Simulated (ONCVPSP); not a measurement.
Transferability test, ONCV potential for O (Z = 8)

| Item | Value |
| --- | --- |
| Element | O (Z = 8) |
| Generator | ONCVPSP 4.0.1 |
| Type | optimised norm-conserving Vanderbilt (ONCV) |
| Functional | BLYP |
| Relativity | scalar-relativistic |
| Frozen core | [He] |
| Valence charge | 6 |
| Reference configuration | 2s2 2p3.75 (charge +0.25) |
| Partial waves | 2s: rc 0.70 bohr, ncon 4, nbas 8, qcut 12.1 1/bohr, 1 projector; 2p: rc 1.15 bohr, ncon 4, nbas 7, qcut 10.7 1/bohr, 2 projectors, debl 0.7 Ha; d scattering state at 0.23 Ha: rc 1.00 bohr, ncon 4, nbas 7, qcut 8.5 1/bohr, 3 projectors, debl 3 Ha |
| Local potential | polynomial inside 0.65 bohr (lpopt 4, dvloc0 6 Ha) |
| Core correction | Teter function fitted to the true core (icmod 2), fcfact 0.5 |

Energies are relative to the spin-unpolarised reference configuration 2s2 2p3.75; without spin polarisation the order of configurations can differ from experiment.

| valence configuration | charge | ΔE all-electron (eV) | error AE − PS (meV) |
| --- | --- | --- | --- |
| 2s2 2p4 | 0 | -2.688 | +0.4 |
| 2s2 2p2 | +2 | 47.348 | +58 |
| 2s1 2p4 | +1 | 28.833 | +1.2 |

Problem. What are ΔE and the potential's error for 2s2 2p3?

Solution. ΔE = 13.740 eV all-electron; the error (AE − PS) is +4.5 meV.

Levels in the configuration 2s2 2p4:

```tsv
level	all-electron (eV)	pseudo (eV)
2s	-23.831	-23.830
2p	-9.023	-9.025
```

Note: ghosts flagged at negative energy: d at -129.3 eV; no localised positive-energy state flagged. A true bound ghost makes a file unfit for plane-wave use.
